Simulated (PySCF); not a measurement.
C2H12OSi3, SMILES CC[SiH2][SiH2]O[SiH3], GFN2-xTB optimised geometry.

```
18

C      3.03    -0.53    -1.17
C      2.45    -1.32     0.00
Si     0.54    -1.32     0.00
Si    -0.24     0.86     0.00
O     -1.83     0.75     0.33
Si    -3.36     0.97     0.78
H      2.70    -0.96    -2.12
H      2.72     0.51    -1.13
H      4.12    -0.56    -1.15
H      2.81    -2.34    -0.04
H      2.82    -0.89     0.93
H      0.12    -2.10    -1.18
H      0.12    -2.13     1.16
H     -0.17     1.58    -1.28
H      0.33     1.76     1.02
H     -3.42     0.76     2.22
H     -4.12    -0.02     0.03
H     -3.74     2.34     0.43
```

Density from B3LYP/def2-SVP (PySCF 2.14.0) at that geometry.

Minimum of the electron density along straight lines between bonded atoms, close to the bond critical point (lines longer than 1.1 times the sum of covalent radii, or with two minima, are not listed):

```json
[
 {"bond": "C1–C2", "length / Å": "1.524", "ρ at the minimum / e bohr⁻³": "0.242", "∇²ρ there / e bohr⁻⁵": "-0.54", "position (fraction from the first atom)": "0.50"},
 {"bond": "C2–Si3", "length / Å": "1.909", "ρ at the minimum / e bohr⁻³": "0.111", "∇²ρ there / e bohr⁻⁵": "0.31", "position (fraction from the first atom)": "0.62"},
 {"bond": "Si4–O5", "length / Å": "1.625", "ρ at the minimum / e bohr⁻³": "0.124", "∇²ρ there / e bohr⁻⁵": "1.07", "position (fraction from the first atom)": "0.42"},
 {"bond": "O5–Si6", "length / Å": "1.613", "ρ at the minimum / e bohr⁻³": "0.127", "∇²ρ there / e bohr⁻⁵": "1.10", "position (fraction from the first atom)": "0.58"},
 {"bond": "C1–H7", "length / Å": "1.088", "ρ at the minimum / e bohr⁻³": "0.278", "∇²ρ there / e bohr⁻⁵": "-1.02", "position (fraction from the first atom)": "0.62"},
 {"bond": "C1–H8", "length / Å": "1.089", "ρ at the minimum / e bohr⁻³": "0.276", "∇²ρ there / e bohr⁻⁵": "-1.00", "position (fraction from the first atom)": "0.62"},
 {"bond": "C1–H9", "length / Å": "1.089", "ρ at the minimum / e bohr⁻³": "0.277", "∇²ρ there / e bohr⁻⁵": "-1.01", "position (fraction from the first atom)": "0.62"},
 {"bond": "C2–H10", "length / Å": "1.090", "ρ at the minimum / e bohr⁻³": "0.273", "∇²ρ there / e bohr⁻⁵": "-0.97", "position (fraction from the first atom)": "0.62"},
 {"bond": "C2–H11", "length / Å": "1.092", "ρ at the minimum / e bohr⁻³": "0.272", "∇²ρ there / e bohr⁻⁵": "-0.96", "position (fraction from the first atom)": "0.62"},
 {"bond": "Si3–H12", "length / Å": "1.477", "ρ at the minimum / e bohr⁻³": "0.113", "∇²ρ there / e bohr⁻⁵": "0.32", "position (fraction from the first atom)": "0.49"},
 {"bond": "Si3–H13", "length / Å": "1.476", "ρ at the minimum / e bohr⁻³": "0.113", "∇²ρ there / e bohr⁻⁵": "0.32", "position (fraction from the first atom)": "0.49"},
 {"bond": "Si4–H14", "length / Å": "1.471", "ρ at the minimum / e bohr⁻³": "0.117", "∇²ρ there / e bohr⁻⁵": "0.33", "position (fraction from the first atom)": "0.49"},
 {"bond": "Si4–H15", "length / Å": "1.472", "ρ at the minimum / e bohr⁻³": "0.116", "∇²ρ there / e bohr⁻⁵": "0.33", "position (fraction from the first atom)": "0.49"},
 {"bond": "Si6–H16", "length / Å": "1.462", "ρ at the minimum / e bohr⁻³": "0.119", "∇²ρ there / e bohr⁻⁵": "0.34", "position (fraction from the first atom)": "0.49"},
 {"bond": "Si6–H17", "length / Å": "1.461", "ρ at the minimum / e bohr⁻³": "0.119", "∇²ρ there / e bohr⁻⁵": "0.34", "position (fraction from the first atom)": "0.49"},
 {"bond": "Si6–H18", "length / Å": "1.462", "ρ at the minimum / e bohr⁻³": "0.119", "∇²ρ there / e bohr⁻⁵": "0.34", "position (fraction from the first atom)": "0.49"}
]
```
